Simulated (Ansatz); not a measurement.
Saddle point of CH$_{4}$BBr, singlet (CH₄BBr ([CH3][BH][Br]) → CH₃B ([BH][CH2]) + HBr; bonds formed: Br2–H4; bonds broken: B1–Br2, C3–H4), PBE0-D4/def2-TZVP structure:

```
7
angstrom
B -0.1234 -0.2678 0.7364
Br 2.3026 -0.1378 -0.2386
C -0.9015 -0.0321 -0.3985
H 1.0652 0.6885 -0.2811
H 0.2056 -0.3667 1.8606
H -1.9448 0.2413 -0.2443
H -0.6036 -0.1254 -1.4345
```

Energies are electronic, without zero-point energy. Barriers and step energies count from the start structure reached by relaxing down the imaginary mode; all methods use the PBE0-D4 structures, on which another method's saddle can fall below an end. Ansatz 0.2.0; basis: def2-TZVPP, with def2-QZVPP for the basis limit; cores frozen in the correlated methods. Filled d shells of the heavier atoms are correlated. The def2 sets are not built for correlating such inner shells, so the correlated values are less sure here. B3LYP uses VWN-RPA correlation. Extrapolation: Hartree–Fock as exp(−7.88 √X), correlation as X^−2.97.

| method | barrier (kcal/mol) | step energy (kcal/mol) |
| --- | --- | --- |
| SPW92 | 65.27 | 67.59 |
| PBE-D4 | 65.40 | 64.39 |
| BLYP-D4 | 63.40 | 59.83 |
| r2SCAN-D4 | 68.71 | 66.44 |
| B97M-V | 70.27 | 65.48 |
| PBE0-D4 | 70.52 | 67.81 |
| B3LYP-D4 | 67.94 | 63.26 |
| r2SCAN0-D4 | 72.22 | 68.87 |
| BHLYP-D4 | 73.51 | 67.14 |
| CAM-B3LYP-D4 | ? | 65.31 |
| wB97X-V | ? | 68.10 |
| wB97M-V | ? | 65.73 |
| B2PLYP | 70.21 | 65.15 |
| PBE-QIDH | 74.05 | 70.38 |
| RPA on PBE | 70.09 | 65.60 |
| HF | 79.46 | 67.70 |
| MP2 | 72.11 | 68.35 |
| CCSD | 72.58 | 66.91 |
| CCSD(T) | 70.70 | 66.40 |

Q: Fill in the withheld barriers. (To be estimated.)

A: By the calculation: wB97M-V 70.12; wB97X-V 73.22; CAM-B3LYP-D4 70.90 kcal/mol. Each is the energy of the saddle less that of the start structure, by the same method.

For comparison, the barrier by CCSD(T) at an estimated basis limit (MP2 extrapolated from triple and quadruple zeta, plus CCSD(T) − MP2 in triple zeta) is 70.54 kcal/mol.

T1 diagnostic: at most 0.011.

Labels in which every atom is bracketed show which atoms are joined, not bond orders.

For scale, one of the runs: CCSD(T)/def2-TZVPP, 166 basis functions, launched by `ansatz run in.yaml --threads 2 --pin off --events-out ev --progress --plain --max-ram 4352MiB`. Hardware: 2 CPU threads of an Intel Xeon 6975P-C, shared host. Wall time 20 s; peak host memory 1.5 GiB.
